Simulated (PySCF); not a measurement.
C3H8FNSi, SMILES C=C[Si@H](F)NC.

The structure is a stationary point at ωB97X-D3(BJ)/def2-SVP. The structure was generated by enumeration; whether it is a known compound was not checked. Other conformers were not sampled.

Level of theory: PySCF 2.14.0 with TDA-LC-ωPBE/def2-SVPD.

Vertical excitations. 

```
state  energy (eV)  λ (nm)      f                                                                     main pairs
-----  -----------  ------  -----  -----------------------------------------------------------------------------
S1            6.90     180  0.005                                               HOMO−2→LUMO 72 %, HOMO→LUMO 14 %
S2            7.03     176  0.008                             HOMO→LUMO 45 %, HOMO→LUMO+1 21 %, HOMO−2→LUMO 12 %
S3            7.53     165  0.007            HOMO→LUMO+1 36 %, HOMO→LUMO 33 %, HOMO→LUMO+2 13 %, HOMO→LUMO+4 6 %
S4            7.88     157  0.633                                                               HOMO−1→LUMO 87 %
S5            8.37     148  0.029                                             HOMO→LUMO+3 59 %, HOMO→LUMO+6 15 %
S6            8.42     147  0.072      HOMO−1→LUMO+2 31 %, HOMO−1→LUMO+1 29 %, HOMO→LUMO+2 12 %, HOMO→LUMO+5 7 %
S7            8.50     146  0.053        HOMO→LUMO+5 33 %, HOMO→LUMO+2 19 %, HOMO→LUMO+4 15 %, HOMO−1→LUMO+2 8 %
S8            8.74     142  0.105          HOMO→LUMO+4 28 %, HOMO→LUMO+1 24 %, HOMO→LUMO+2 13 %, HOMO→LUMO+9 6 %
S9            8.81     141  0.006          HOMO−4→LUMO 31 %, HOMO−6→LUMO 18 %, HOMO−5→LUMO 18 %, HOMO−3→LUMO 6 %
S10           9.23     134  0.005  HOMO−1→LUMO+3 33 %, HOMO−2→LUMO+2 14 %, HOMO−2→LUMO+1 11 %, HOMO−2→LUMO+6 7 %
T1            4.06     306      0                                                               HOMO−1→LUMO 86 %
T2            6.20     200      0                                                               HOMO−2→LUMO 83 %
T3            6.67     186      0                             HOMO→LUMO 47 %, HOMO→LUMO+1 22 %, HOMO→LUMO+5 12 %
T4            7.33     169      0            HOMO→LUMO 28 %, HOMO→LUMO+1 25 %, HOMO→LUMO+2 20 %, HOMO→LUMO+4 5 %
```
Triplets are in the Tamm–Dancoff approximation.
